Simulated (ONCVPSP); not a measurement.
# tellurium: one change to an ONCV potential, before and after

```json
{
  "Element": "Te (Z = 52)",
  "Generator": "ONCVPSP 4.0.1",
  "Type": "optimised norm-conserving Vanderbilt (ONCV)",
  "Functional": "LDA (Perdew-Wang 92)",
  "Relativity": "scalar-relativistic",
  "Frozen core": "[Ar] 3d10",
  "Valence charge": "24",
  "Reference configuration": "4s2 4p6 4d10 5s2 5p4",
  "Partial waves": "4s+5s: rc 1.30 bohr, ncon 5, nbas 9, qcut 7.8 1/bohr, 2 projectors; 4p+5p: rc 1.15 bohr, ncon 4, nbas 7, qcut 13.1 1/bohr, 2 projectors; 4d: rc 0.90 bohr, ncon 4, nbas 7, qcut 9.2 1/bohr, local",
  "Local potential": "the d channel",
  "Core correction": "Teter function, fcfact 4.25, rcfact 1.35"
}
```

Change: p: qcut 16.4.

Cutoffs: the cutoffs (Ha) at which the residual kinetic energy of the hardest occupied pseudo-wave falls to 1 and 0.1 mHa per electron; they do not see the model core or the augmentation charge, which bear on the density cutoff. Errors are all-electron minus pseudo energies relative to the spin-unpolarised reference configuration.

Question: Predict the effect on cutoff, ghosts and configuration errors.

Answer: The potential gets neither clearly harder nor softer (95 Ha and 198 Ha → 95 Ha and 198 Ha); the d channel sets the loose cutoff, while the largest relative change is in p, which becomes harder; of the 4 tests that both files solve, the error grows in 1 and shrinks in 0 by more than 15 % and 0.3 meV (median size 3.7 → 3.6 meV); neither file shows a bound ghost.

| quantity | base | changed |
| --- | --- | --- |
| cutoff, loose | 95 Ha | 95 Ha |
| cutoff, tight | 198 Ha | 198 Ha |
| loose cutoff by channel | s 42 Ha, p 56 Ha, d 95 Ha | s 42 Ha, p 66 Ha, d 95 Ha |
| bound ghosts | none | none |
| GHOST(+) flags under 300 eV | none | none |
| error for 4s2 4p6 4d10 5s2 5p3, meV [ΔE 9.91 eV] | -1.8 | -1.8 |
| error for 4s2 4p6 4d10 5s2 5p2, meV [ΔE 28.08 eV] | -5.5 | -5.4 |
| error for 4s2 4p6 4d10 5s2 5p1, meV [ΔE 55.31 eV] | -11 | -11 |
| error for 4s2 4p6 4d9 5s2 5p5, meV [ΔE 38.16 eV] | -0.3 | -1.0 |
| s: phases at 1.32 bohr within 0.05 rad from the reference energy up to (Ha; the scan ends near 5) | to the end of the scan | to the end of the scan |
| p: phases at 1.17 bohr within 0.05 rad from the reference energy up to (Ha; the scan ends near 5) | to the end of the scan | to the end of the scan |
| d: phases at 0.91 bohr within 0.05 rad from the reference energy up to (Ha; the scan ends near 5) | to the end of the scan | to the end of the scan |
| rms error of d²Exc/dni dnj with the model core, mHa | 0.60 | 0.65 |
